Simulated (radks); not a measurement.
The numbers below are computed, except where a source is named.
Species: Pr39+. Configuration: [Ar] 3d2. Level of theory: scalar-relativistic Kohn-Sham, PBEsol, spin-polarised, spherical densities, finite nucleus; open shells are filled with parallel spins first (spin-orbit coupling, left out, can overturn this in heavy ions); Fermi nuclear charge, rms radius 4.8919 fm (a radial shooting solver on a logarithmic mesh with Libxc functionals). Some entries of the table are withheld. Estimate them.

orbital,occ.,eigenvalue (hartree),r(max) (bohr)
1s up,1,-1614.737,0.01542
1s down,1,-1614.732,0.01542
2s up,1,-324.1384,0.08701
2s down,1,-323.8137,0.08696
2p up,3,-298.6707,0.07004
2p down,3,-298.4221,0.07000
3s up,1,-119.3584,0.2385
3s down,1,-119.0119,0.2387
3p up,3,(1),0.2311
3p down,3,(2),0.2313
3d up,2,-101.9680,0.1850
3d down,0,-101.5073,0.1853

Answer. 
(1) 3p up eigenvalue (hartree): -111.4186
(2) 3p down eigenvalue (hartree): -111.0573
